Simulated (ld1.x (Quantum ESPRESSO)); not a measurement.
## Cu (Z = 29): excitation energies, all-electron against RRKJ

| Item | Value |
| --- | --- |
| Element | Cu (Z = 29) |
| Generator | ld1.x (Quantum ESPRESSO) 7.5 |
| Type | norm-conserving RRKJ (Kleinman–Bylander form) |
| Functional | BLYP |
| Relativity | scalar-relativistic |
| Frozen core | [Ar] |
| Valence charge | 11 |
| Reference configuration | 3d10 4s1 4p0 |
| Partial waves | 4p (bound, empty): rc 3.50 bohr; 3d (bound): rc 0.90 bohr; 4s (bound): rc 1.90 bohr |
| Local potential | the s channel |
| Core correction | a·sin(br)/r model core inside 0.45 bohr |

Energies are relative to the spin-unpolarised reference configuration 3d10 4s1 4p0; without spin polarisation the order of configurations can differ from experiment.

Question: Give the all-electron excitation energy and the error of the potential for: 3d10 4s0 4p0; 3d9 4s0 4p0; 3d8 4s0 4p0; 3d7 4s0 4p0; 3d9 4s2 4p0; 3d9 4s1 4p0; 3d9 4s1 4p1.

Answer:

```tsv
valence configuration	charge	ΔE all-electron (eV)	error AE − PS (meV)
3d10 4s0 4p0	+1	8.277	-19
3d9 4s0 4p0	+2	29.657	-208
3d8 4s0 4p0	+3	68.686	-1413
3d7 4s0 4p0	+4	128.367	-4248
3d9 4s2 4p0	0	1.901	-279
3d9 4s1 4p0	+1	11.549	-225
3d9 4s1 4p1	0	6.762	-258
```

Levels in the configuration 3d9 4s2 4p0:

| level | all-electron (eV) | pseudo (eV) |
| --- | --- | --- |
| 3d | -9.427 | -10.022 |
| 4s | -5.783 | -5.727 |
